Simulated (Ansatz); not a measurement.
`[CH3][Ga]([SH])[Br]`, 8 atoms. Charge 0, multiplicity 1. Correlated methods include outer-core shells of Br, Ga, which these sets cover unevenly. Scalar relativity is left out up to krypton. All runs use 4 threads of an Intel Xeon Platinum 8375C on a shared host. Correlated methods freeze the cores.

(1) Give the basis size and wall time and peak host memory of each of these runs in Ansatz. RKS PBE0-D4/def2-TZVP relaxation (30 steps); RKS ωB97X-V/def2-TZVPP energy; RKS revPBE-D4/def2-TZVPP energy; RKS B3LYP-D4/def2-TZVPP energy and forces; RKS ωB97M-V/def2-SVP energy; RKS PBE0-D4/def2-TZVP frequencies; RKS PBE0-D4/def2-QZVPP energy; RKS PBE0-D4/def2-SVP energy; RKS ωB97M-V/def2-QZVPP energy; RHF-CCSD(T)/def2-TZVPP energy; RKS PBE-D4/def2-TZVPP energy and forces; RHF-MP2/def2-QZVPP energy. (Best estimate.)

Answers

(1) Computed: Other jobs shared the machine, so times are rough.

```tsv
level	job	functions	wall time	peak host memory (GiB)
RKS PBE0-D4/def2-SVP	energy	116	1.2 s	0.43
RKS revPBE-D4/def2-TZVPP	energy	225	1.6 s	0.33
RKS PBE-D4/def2-TZVPP	energy and forces	225	1.8 s	0.34
RKS ωB97M-V/def2-SVP	energy	116	3.8 s	0.43
RKS B3LYP-D4/def2-TZVPP	energy and forces	225	4.1 s	0.82
RKS ωB97X-V/def2-TZVPP	energy	225	6 s	0.97
RKS PBE0-D4/def2-QZVPP	energy	425	8 s	2
RKS ωB97M-V/def2-QZVPP	energy	425	15 s	2.3
RHF-MP2/def2-QZVPP	energy	425	17 s	2.3
RHF-CCSD(T)/def2-TZVPP	energy	225	81 s	3.6
RKS PBE0-D4/def2-TZVP	relaxation (30 steps)	188	86 s	0.68
RKS PBE0-D4/def2-TZVP	frequencies	188	110 s	0.65
```

B3LYP here is the variant with VWN-RPA as its local correlation; programs differ in this.
